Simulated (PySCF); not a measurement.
Compound: C4H4F3S (doublet state).
Z-matrix (Å and degrees, GFN2-xTB geometry), rows numbered from 1:
```
C 
C   1  1.2792
S   2  1.8324  1  126.70
C   3  1.8102  2  100.30  1     0.84
C   2  1.5092  1  124.41  3   179.12
F   5  1.3380  2  112.52  1   128.50
F   5  1.3381  2  111.86  1     8.43
F   5  1.3404  2  112.06  1  -111.16
H   1  1.0580  2  146.42  3     0.69
H   4  1.0854  3  105.87  2   179.82
H   4  1.0857  3  109.76  2   -61.40
H   4  1.0857  3  109.61  2    61.03
```

The hyperfine couplings belong to this conformer and change with its torsions.

Identity: `[H]/[C]=C(\SC)C(F)(F)F` [radical].

Computed with UKS B3LYP, pcH-1 on C F H S, non-relativistic, mean-field spin-orbit, GIAO (PySCF 2.14.0). One conformer (not necessarily the lowest) at the GFN2-xTB geometry, without solvent, vibrations or thermal averaging. The geometry wasn't refined by DFT: couplings that depend on bond lengths, twists or pyramidal angles can differ widely from those at the functional's own minimum. No stability test was run, so a lower SCF solution isn't excluded.

Problem. Where do the isotropic ENDOR lines of F6/F7/F8 and H9 fall at 345.7 mT, to first order?

Solution. ν± = |νn ± a/2|, one line for each electron-spin manifold; νn = |g_N| × 7.62259 MHz/T × B.

| nuclei | isotope | g_N | νn (MHz) | a_iso (MHz) | lower line (MHz) | upper line (MHz) |
| --- | --- | --- | --- | --- | --- | --- |
| F6/F7/F8 | 19F | 5.2577 | 13.85 | 3.74 | 11.99 | 15.72 |
| H9 | 1H | 5.5857 | 14.72 | -6.76 | 11.34 | 18.10 |

Problem. Which pairs are centred on the nuclear Larmor frequency, and which on half the coupling?

Solution. Centred on νn, since |a| < 2νn: F6/F7/F8 and H9. No pair has |a| > 2νn.

Means are taken over nuclei equivalent by connectivity, which assumes that they swap fast. The three 19F nuclei of mean +3.7 MHz run from 0.2 to 8.8 MHz in the frozen geometry.
